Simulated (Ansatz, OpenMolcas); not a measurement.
How methods differ on SiH3O4 (SMILES [O][Si](O)(O)O)

SiH3O4: 8 atoms, total charge 0, spin state doublet. SMILES: `[O][Si](O)(O)O`. The coordinates come from a PBE0-D4/def2-TZVP relaxation. This is one conformer, not always the lowest.

Quantity: the vertical energy of the quartet above the doublet, in eV. The values are calculated.

| level | kind | program | value (eV) |
| --- | --- | --- | --- |
| USVWN5/6-31G* (spherical functions) | LDA | Ansatz | 6.90 |
| UBLYP/6-31G* (spherical functions) | GGA | Ansatz | 6.88 |
| UTPSS/6-31G* (spherical functions) | meta-GGA | OpenMolcas | 7.28 |
| UPBE0/6-31G* (spherical functions) | global hybrid | Ansatz | 8.09 |
| U-wB97X/6-31G* (spherical functions) | range-separated hybrid | Ansatz | 8.86 |
| UCAM-B3LYP/6-31G* (spherical functions) | range-separated hybrid | Ansatz | 8.40 |
| UPBE-QIDH/6-31G* (spherical functions) | double hybrid | Ansatz | 8.87 |
| RPA@PBE/6-31G* (spherical functions) | RPA | Ansatz | 7.58 |
| UMP2/6-31G* (spherical functions) | perturbation theory | Ansatz | 9.28 |
| UBCCD(T)/6-31G* (spherical functions) | coupled cluster or CI | Ansatz | 8.78 |

The values span 6.88 to 9.28 eV.
